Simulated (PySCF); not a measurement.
Si(H)(Et)(OH)(OEt), C₄H₁₂O₂Si, SMILES CCO[SiH](O)CC, GFN2-xTB optimised geometry.

```
19

Si    -0.17    -0.62     0.00
O     -0.42     1.00     0.00
C     -0.98    -1.52     1.46
C     -0.52    -0.95     2.79
O     -0.81    -1.37    -1.29
C     -0.62    -1.04    -2.64
C     -1.71    -1.69    -3.48
H      1.29    -0.62     0.00
H     -1.29     1.37     0.11
H     -0.74    -2.58     1.42
H     -2.07    -1.44     1.39
H     -0.74     0.11     2.86
H     -1.01    -1.45     3.62
H      0.55    -1.07     2.91
H     -0.64     0.05    -2.77
H      0.36    -1.40    -2.95
H     -2.69    -1.32    -3.18
H     -1.69    -2.77    -3.34
H     -1.56    -1.46    -4.53
```

Density from PBE0/def2-SVP (PySCF) at that geometry.

Minimum of the electron density along straight lines between bonded atoms, close to the bond critical point (lines longer than 1.1 times the sum of covalent radii, or with two minima, are not listed):

| bond | length / Å | ρ at the minimum / e bohr⁻³ | ∇²ρ there / e bohr⁻⁵ | position (fraction from the first atom) |
|---|---|---|---|---|
| Si1–O2 | 1.633 | 0.127 | 1.07 | 0.41 |
| Si1–C3 | 1.893 | 0.116 | 0.31 | 0.38 |
| C3–C4 | 1.523 | 0.240 | -0.53 | 0.50 |
| Si1–O5 | 1.625 | 0.130 | 1.09 | 0.41 |
| O5–C6 | 1.402 | 0.255 | -0.31 | 0.66 |
| C6–C7 | 1.521 | 0.250 | [?] | 0.51 |
| Si1–H8 | 1.459 | 0.121 | [?] | 0.49 |
| O2–H9 | 0.954 | 0.356 | [?] | 0.82 |
| C3–H10 | 1.089 | 0.272 | -0.96 | 0.62 |
| C3–H11 | 1.092 | 0.270 | -0.94 | 0.62 |
| C4–H12 | 1.088 | 0.277 | -1.01 | 0.62 |
| C4–H13 | 1.089 | 0.276 | -1.00 | 0.62 |
| C4–H14 | 1.087 | 0.277 | -1.01 | 0.62 |
| C6–H15 | 1.097 | 0.281 | -1.05 | 0.63 |
| C6–H16 | 1.096 | 0.281 | -1.05 | 0.63 |
| C7–H17 | 1.087 | 0.277 | -1.02 | 0.63 |
| C7–H18 | 1.087 | 0.277 | -1.02 | 0.63 |
| C7–H19 | 1.087 | 0.276 | -1.01 | 0.62 |

Q: Fill in the missing entries.

A: 
- C6–C7, ∇²ρ there / e bohr⁻⁵: -0.59
- Si1–H8, ∇²ρ there / e bohr⁻⁵: 0.33
- O2–H9, ∇²ρ there / e bohr⁻⁵: -2.40
